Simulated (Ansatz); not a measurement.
Mulliken charges of `C#C[Si](Cl)(Cl)Cl` from B3LYP/def2-TZVPP in Ansatz (PBE0-D4/def2-TZVP geometry).

```
atom   x (Å)   y (Å)   z (Å)  charge (e)
  C1   1.359  -1.383   0.633       0.032
  C2   0.557  -0.568   0.253      -0.422
 Si3  -0.640   0.650  -0.314       0.692
 Cl4  -2.279  -0.292  -1.044      -0.185
 Cl5   0.183   1.788  -1.774      -0.185
 Cl6  -1.187   1.841   1.232      -0.184
  H7   2.068  -2.105   0.968       0.251
```

Task: By hand: the dipole of these point charges (1 e Å = 4.8032 D).

Result: Σ q r = (0.491, -0.499, 0.234) e Å, of length 0.738 e Å = 3.54 D.

Task: How does the dipole of the full density compare? (Best estimate.)

Result: The calculation gave: (0.252, -0.256, 0.119) e Å, 1.82 D; the point charges give 1.95 times that, at 0° from its direction.

Point charges leave out the atoms' own dipoles, such as those of lone pairs, and Mulliken's split depends on the basis, so the two needn't agree.

B3LYP here is the variant with VWN-RPA as its local correlation; programs differ in this.
